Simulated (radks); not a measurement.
Question: Sm+, configuration [Xe] 4f6 6s1. Method: scalar-relativistic Kohn-Sham, PBE, spin-unpolarised, spherical densities, finite nucleus; Fermi nuclear charge, rms radius 5.0819 fm; computed with a radial shooting solver on a logarithmic mesh with Libxc functionals. Some entries of the table are withheld. Estimate them.

orbital,occ.,eigenvalue (eV),<r> (bohr)
1s,2,-46678.62,0.02274
2s,2,-7633.073,0.09701
2p,6,-6810.130,0.08547
3s,2,-1677.108,(1)
3p,6,-1419.787,0.2533
3d,10,-1071.315,0.2310
4s,2,(2),(3)
4p,6,(4),0.6132
4d,10,-134.8867,0.6707
5s,2,-49.4219,1.410
5p,6,-29.3763,(5)
4f,6,-8.5666,(6)
6s,1,-8.4189,3.910

Answer: 
(1) 3s <r> (bohr): 0.2549
(2) 4s eigenvalue (eV): -338.1095
(3) 4s <r> (bohr): 0.5792
(4) 4p eigenvalue (eV): -253.5498
(5) 5p <r> (bohr): 1.656
(6) 4f <r> (bohr): 1.006
